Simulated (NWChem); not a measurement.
System: CaHOF; SMILES [OH][Ca][F]

NWChem printed, in part:

```
             Northwest Computational Chemistry Package (NWChem) 7.3.0
             --------------------------------------------------------

 CS  symmetry detected

                             Geometry "geometry" -> ""
                             -------------------------

 Output coordinates in angstroms (scale by  1.889725989 to convert to a.u.)

  No.       Tag          Charge          X              Y              Z
 ---- ---------------- ---------- -------------- -------------- --------------
    1 Ca                  20.0000     0.48931607     0.02774749     0.00000000
    2 F                    9.0000    -0.52885438     1.62297289     0.00000000
    3 O                    8.0000    -0.59500150    -1.58469451     0.00000000
    4 H                    1.0000    -0.26661994    -2.48414984     0.00000000

 Effective nuclear repulsion energy (a.u.)     115.3942400779

      Symmetry information
      --------------------

 Group name             Cs
 Group number              2
 Group order               2
 No. of unique centers     4

                                Z-matrix (autoz)
                                --------

 Units are Angstrom for bonds and degrees for angles

      Type          Name      I     J     K     L     M      Value
      ----------- --------  ----- ----- ----- ----- ----- ----------
    1 Stretch                  1     2                       1.89246
    2 Stretch                  1     3                       1.94312
    3 Stretch                  3     4                       0.95753
    4 Bend                     1     3     4               126.02378
    5 Bend                     2     1     3               113.53187
    6 Torsion                  2     1     3     4         180.00000

  pbe96 is a nonlocal functional; adding pw91lda local functional.

                           NWChem Geometry Optimization
                           ----------------------------

 maximum gradient threshold         (gmax) =   0.000450
 rms gradient threshold             (grms) =   0.000300
 maximum cartesian step threshold   (xmax) =   0.001800
 rms cartesian step threshold       (xrms) =   0.001200
 fixed trust radius                (trust) =   0.300000
 source of zmatrix                         =   autoz

          -------------------
          Energy Minimization
          -------------------

 Using diagonal initial Hessian
 Scaling for Hessian diagonals: bonds = 1.00  angles = 0.25  torsions = 0.10

          --------
          Step   0

                                 NWChem DFT Module
                                 -----------------

 Summary of "ao basis" -> "ao basis" (spherical)
 ------------------------------------------------------------------------------
       Tag                 Description            Shells   Functions and Types
 ---------------- ------------------------------  ------  ---------------------
 Ca                         def2-svp                10       24   5s3p2d
 F                          def2-svp                 6       14   3s2p1d
 O                          def2-svp                 6       14   3s2p1d
 H                          def2-svp                 3        5   2s1p

      Symmetry analysis of basis
      --------------------------

        a'         41
        a"         16

            General Information
            -------------------
          SCF calculation type: DFT
          Wavefunction type:  closed shell.
          No. of atoms     :     4
          No. of electrons :    38
           Alpha electrons :    19
            Beta electrons :    19
          Charge           :     0
          Spin multiplicity:     1
          Use of symmetry is: on ; symmetry adaption is: on
          Maximum number of iterations: 150
          AO basis - number of functions:    57
                     number of shells:    25
          Convergence on energy requested:  1.00D-06
          Convergence on density requested:  1.00D-05
          Convergence on gradient requested:  5.00D-04

              XC Information
              --------------
          PerdewBurkeErnzerhof Exchange Functional  1.000
            Perdew 1991 LDA Correlation Functional  1.000 local
           PerdewBurkeErnz. Correlation Functional  1.000 non-local

[...]

      ----------------------
      Optimization converged
      ----------------------

  Step       Energy      Delta E   Gmax     Grms     Xrms     Xmax
  ---- ---------------- -------- -------- -------- -------- --------
@   11    -852.76558331 -2.1D-08  0.00003  0.00001  0.00007  0.00019
                                     ok       ok       ok       ok

                                Z-matrix (autoz)
                                --------

 Units are Angstrom for bonds and degrees for angles

      Type          Name      I     J     K     L     M      Value     Gradient
      ----------- --------  ----- ----- ----- ----- ----- ---------- ----------
    1 Stretch                  1     2                       1.98550   -0.00003
    2 Stretch                  1     3                       2.00267   -0.00000
    3 Stretch                  3     4                       0.96825    0.00000
    4 Bend                     1     3     4               171.08940   -0.00001
    5 Bend                     2     1     3               145.55259    0.00001
    6 Torsion                  2     1     3     4           0.00000    0.00000

                         Geometry "geometry" -> "geometry"
                         ---------------------------------

 Output coordinates in angstroms (scale by  1.889725989 to convert to a.u.)

  No.       Tag          Charge          X              Y              Z
 ---- ---------------- ---------- -------------- -------------- --------------
    1 Ca                  20.0000     0.26724074     0.13675725     0.00000000
    2 F                    9.0000    -0.47009598     1.98027094     0.00000000
    3 O                    8.0000    -0.17126097    -1.81732012     0.00000000
    4 H                    1.0000    -0.52704355    -2.71783204     0.00000000

 Effective nuclear repulsion energy (a.u.)     109.2111546965

      Symmetry information
      --------------------

 Group name             Cs
 Group number              2
 Group order               2
 No. of unique centers     4

                Final and change from initial internal coordinates
                --------------------------------------------------

                                Z-matrix (autoz)
                                --------

 Units are Angstrom for bonds and degrees for angles

      Type          Name      I     J     K     L     M      Value       Change
      ----------- --------  ----- ----- ----- ----- ----- ---------- ----------
    1 Stretch                  1     2                       1.98550    0.09304
    2 Stretch                  1     3                       2.00267    0.05955
    3 Stretch                  3     4                       0.96825    0.01072
    4 Bend                     1     3     4               171.08940   45.06562
    5 Bend                     2     1     3               145.55259   32.02071
    6 Torsion                  2     1     3     4           0.00000 -180.00000

[...]

 Rotational Constants
 --------------------
 A=   2.391974 cm-1  (  3.441440 K)
 B=   0.125274 cm-1  (  0.180237 K)
 C=   0.119039 cm-1  (  0.171267 K)

 Temperature                      =   298.15K
 frequency scaling parameter      =   1.0000

 Zero-Point correction to Energy  =    8.673 kcal/mol  (  0.013822 au)
 Thermal correction to Energy     =   11.432 kcal/mol  (  0.018219 au)
 Thermal correction to Enthalpy   =   12.025 kcal/mol  (  0.019162 au)

 Total Entropy                    =   68.198 cal/mol-K
   - Translational                =   38.881 cal/mol-K (mol. weight =  75.9637)
   - Rotational                   =   23.319 cal/mol-K (symmetry #  =        1)
   - Vibrational                  =    5.998 cal/mol-K

 Cv (constant volume heat capacity) =   12.595 cal/mol-K
   - Translational                  =    2.979 cal/mol-K
   - Rotational                     =    2.979 cal/mol-K
   - Vibrational                    =    6.636 cal/mol-K

[normal modes left out]

 ----------------------------------------------------------------------------
 Normal Eigenvalue ||           Projected Infra Red Intensities
  Mode   [cm**-1]  || [atomic units] [(debye/angs)**2] [(KM/mol)] [arbitrary]
 ------ ---------- || -------------- ----------------- ---------- -----------
    1       -0.000 ||    0.001845           0.043         1.798       0.324
    2       -0.000 ||    0.025160           0.580        24.527       4.415
    3       -0.000 ||    0.019637           0.453        19.143       3.446
    4        0.000 ||    0.009353           0.216         9.118       1.641
    5        0.000 ||    0.000791           0.018         0.771       0.139
    6        0.000 ||    0.000989           0.023         0.964       0.174
    7       92.175 ||    0.038764           0.894        37.789       6.803
    8      460.076 ||    0.132248           3.051       128.922      23.208
    9      471.721 ||    0.144501           3.334       140.867      25.358
   10      555.852 ||    0.040925           0.944        39.896       7.182
   11      660.777 ||    0.224604           5.182       218.955      39.415
   12     3829.321 ||    0.045000           1.038        43.868       7.897
 ----------------------------------------------------------------------------
```

Level: PBE-D3(BJ)/def2-SVP. 

Reconstruct the input file.

This is not unique; one that fits is the input that was run:
```
start job
memory heap 200 mb stack 900 mb global 1100 mb
geometry units angstroms
  Ca     0.341551     0.070324     0.348433
  F      0.500538     0.578821    -1.467488
  O     -1.348185    -0.792844     0.767297
  H     -1.615116    -1.121199     1.626242
end
basis spherical
  * library def2-svp
end
dft
  xc xpbe96 cpbe96
  disp vdw 4
  iterations 150
end
driver
  maxiter 120
end
task dft optimize
task dft freq
```
